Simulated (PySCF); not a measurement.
CH7NSi. Atoms are numbered in the order given.

```xyz
10

Si     0.4998    -0.0545     0.0000
C     -0.4612     1.5639     0.0000
N     -0.4389    -1.5130     0.0000
H      1.3601    -0.0891     1.2241
H      1.3601    -0.0891    -1.2241
H     -1.1039     1.6467    -0.8909
H     -1.1039     1.6467     0.8909
H      0.2287     2.4236     0.0000
H     -0.9488    -1.7837    -0.8332
H     -0.9488    -1.7837     0.8332
```
Charge 0, spin multiplicity 1.

The structure is a stationary point at PBE0-D3(BJ)/def2-SVP. One conformer was computed; it need not be the lowest.

These are PySCF with TDA-ωB97X/def2-SVPD values and carry that method's errors.

Vertical excitations. Isolated molecule, no solvent. State labels are in the subgroup Cs.

**Question.** Estimate the UV-visible absorptions. (An estimate is asked for; the answer gives what the named calculation found.)

**Answer.** 
```csv
state,symmetry,energy (eV),λ (nm),f,main pairs
S1,A',6.72,184,0.045,"HOMO→LUMO 79 %, HOMO→LUMO+1 15 %"
S2,A',8.12,153,0.050,"HOMO→LUMO+1 58 %, HOMO→LUMO+3 17 %, HOMO→LUMO 14 %"
S3,A",8.43,147,0.000,"HOMO→LUMO+4 76 %, HOMO→LUMO+5 13 %"
S4,A',8.49,146,0.012,"HOMO→LUMO+3 45 %, HOMO→LUMO+2 21 %, HOMO→LUMO+1 11 %"
S5,A",8.76,142,0.053,"HOMO→LUMO+5 48 %, HOMO−1→LUMO 23 %, HOMO→LUMO+9 10 %"
S6,A',8.76,142,0.090,"HOMO→LUMO+2 68 %, HOMO→LUMO+3 15 %"
S7,A",8.85,140,0.030,"HOMO−1→LUMO 51 %, HOMO→LUMO+5 14 %, HOMO→LUMO+4 12 %"
S8,A',9.11,136,0.017,"HOMO−2→LUMO 48 %, HOMO→LUMO+6 19 %, HOMO→LUMO+3 18 %"
S9,A",9.35,133,0.018,HOMO−1→LUMO+1 68 %
S10,A",9.70,128,0.059,"HOMO−1→LUMO+2 56 %, HOMO→LUMO+7 10 %, HOMO→LUMO+9 8 %"
T1,A',6.44,192,0,"HOMO→LUMO 74 %, HOMO→LUMO+1 15 %"
T2,A',7.76,160,0,"HOMO→LUMO+1 57 %, HOMO→LUMO 12 %, HOMO→LUMO+3 12 %"
T3,A",8.27,150,0,"HOMO→LUMO+4 62 %, HOMO→LUMO+5 19 %"
T4,A',8.30,149,0,"HOMO→LUMO+3 39 %, HOMO−2→LUMO 12 %, HOMO→LUMO+1 11 %, HOMO→LUMO+6 10 %"
```
Triplets are in the Tamm–Dancoff approximation.
